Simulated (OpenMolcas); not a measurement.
V3+.

```yaml
Program: OpenMolcas 26.06
Method: CASSCF
Basis: ANO-RCC-VQZP [7s6p4d3f2g1h]
Scalar_Hamiltonian: DKH2, point nucleus
Active_space: 2 electrons in 5 orbitals (3d)
State_averaging: 2S+1 = 3 even, 10 roots; 2S+1 = 1 even, 15 roots
Spin-orbit_coupling: RASSI with atomic mean-field integrals over the reference wave functions, term energies averaged over their components
```

Levels without dynamic correlation, in cm-1 above 3d2 3F2:

```tsv
Level	E
3d2 3P0	16529
3d2 1D2	13981
3d2 1G4	21490
3d2 1S0	52182
```

On this reference, SS-CASPT2, IPEA 0.25 Eh, imaginary shift 0.1 Eh (closed shells correlated: 3s 3p) puts 3d2 3P0 at 13680 cm-1.

**Question.** Estimate the other levels at that method by one scale factor, and say how well it serves.

**Answer.** The factor is 13680 / 16529 = 0.828. Scaled values beside those that SS-CASPT2 gives and measured ones (Sugar and Corliss, J. Phys. Chem. Ref. Data 7, 1191 (1978)):
| Level | Scaled | SS-CASPT2 | Miss (%) | Measured |
| --- | --- | --- | --- | --- |
| 3d2 1D2 | 11576 | 10500 | +10.3 | 10959 |
| 3d2 1G4 | 17794 | 18620 | -4.4 | 18391 |
| 3d2 1S0 | 43207 | 42390 | +1.9 | 42462 |
For these levels the scaled values miss SS-CASPT2 by up to 10.3 %, as correlation changes each term by its own factor, spin-orbit parts do not scale and CASPT2 has its own spread within terms. This holds within one configuration; levels of others move differently, and the target method has errors of its own against measurement.

CASPT2 does not keep the components of a term degenerate, so their means are used; among the terms shown or strongly mixed into the levels shown the widest spread is 910 cm-1 (3d2 1G, SS-CASPT2). Without dynamic correlation excited terms often stand tens of per cent too high (terms of higher spin than the ground term too low), and those without a measured partner can miss by more than the paired ones (holds for CASSCF). Computed and measured levels are paired by configuration, term and J; levels that our copy of the source lacks, or whose pairing is in doubt (as where it misses far off the trend of its configuration), stay unpaired and out of the deviations. Only configurations of the active space appear.
